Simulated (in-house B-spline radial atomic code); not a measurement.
Inner levels of indium as electrons are removed. A shift is the extra binding of the orbital against the neutral atom ([Kr] 4d10 5s2 5p1). Computed with an all-electron radial atomic-structure program (B-spline basis): non-relativistic Hartree-Fock, average of the configuration, point nuclei.

This level leaves out relativity, spin-orbit splitting included, which matters for heavy ions.

| ion | configuration | shift of 3s (eV) | shift of 4p (eV) | shift of 3d (eV) | radius of 3s (bohr) | radius of 4p (bohr) | radius of 3d (bohr) | Σ<r²> (bohr²) | change of density at nucleus (bohr⁻³) |
| --- | --- | --- | --- | --- | --- | --- | --- | --- | --- |
| In | [Kr] 4d10 5s2 5p1 | 0 | 0 | 0 | 0.35949 | 0.93985 | 0.32324 | 61.504 | - |
| In+ | [Kr] 4d10 5s2 | ? | ? | ? | ? | ? | ? | ? | ? |
| In2+ | [Kr] 4d10 5s1 | 17.384 | 17.401 | 17.432 | 0.35951 | 0.93915 | 0.32323 | 32.935 | -6.9001 |
| In3+ | [Kr] 4d10 | 28.537 | 28.568 | 28.667 | 0.35953 | 0.93785 | 0.32322 | 25.495 | -21.132 |
| In4+ | [Kr] 4d9 | 48.491 | 46.557 | 48.593 | 0.35947 | 0.92814 | 0.32345 | 22.825 | -16.527 |
| In5+ | [Kr] 4d8 | 69.937 | 65.563 | 70.022 | 0.35937 | 0.91799 | 0.32335 | 20.522 | -10.98 |
| In6+ | [Kr] 4d7 | 92.764 | 85.486 | 92.843 | 0.35925 | 0.90759 | 0.3232 | 18.494 | -4.5271 |
| In7+ | [Kr] 4d6 | ? | ? | ? | ? | ? | ? | ? | ? |
| In8+ | [Kr] 4d5 | 142.25 | 127.81 | 142.36 | 0.35891 | 0.88657 | 0.32277 | 15.045 | 10.979 |
| In9+ | [Kr] 4d4 | 168.79 | 150.11 | 168.95 | 0.3587 | 0.8761 | 0.32247 | 13.553 | 19.988 |
| In10+ | [Kr] 4d3 | 196.48 | 173.12 | 196.69 | 0.35844 | 0.86573 | 0.32213 | 12.185 | 29.81 |
| In11+ | [Kr] 4d2 | ? | ? | ? | ? | ? | ? | ? | ? |
| In12+ | [Kr] 4d1 | 255.14 | 221.21 | 255.56 | 0.35783 | 0.84539 | 0.32127 | 9.7558 | 51.855 |
| In13+ | [Ar] 3d10 4s2 4p6 | 286.06 | 246.23 | 286.62 | 0.35747 | 0.83547 | 0.32075 | 8.6703 | 64.058 |
| In14+ | [Ar] 3d10 4s2 4p5 | 319.01 | 273.19 | 319.99 | 0.35709 | 0.82442 | 0.32013 | 7.7475 | 79.657 |

(1) Fill in the row of In+.

(2) Fill in the row of In7+.

(3) Fill in the row of In11+.

Answers

(1) shift of 3s (eV): 7.3336; shift of 4p (eV): 7.3072; shift of 3d (eV): 7.3263; radius of 3s (bohr): 0.35948; radius of 4p (bohr): 0.94003; radius of 3d (bohr): 0.32324; Σ<r²> (bohr²): 42.532; change of density at nucleus (bohr⁻³): 2.9959.

(2) shift of 3s (eV): 116.89; shift of 4p (eV): 106.25; shift of 3d (eV): 116.98; radius of 3s (bohr): 0.3591; radius of 4p (bohr): 0.89709; radius of 3d (bohr): 0.32301; Σ<r²> (bohr²): 16.682; change of density at nucleus (bohr⁻³): 2.8007.

(3) shift of 3s (eV): 225.27; shift of 4p (eV): 196.83; shift of 3d (eV): 225.57; radius of 3s (bohr): 0.35816; radius of 4p (bohr): 0.85549; radius of 3d (bohr): 0.32172; Σ<r²> (bohr²): 10.924; change of density at nucleus (bohr⁻³): 40.436.
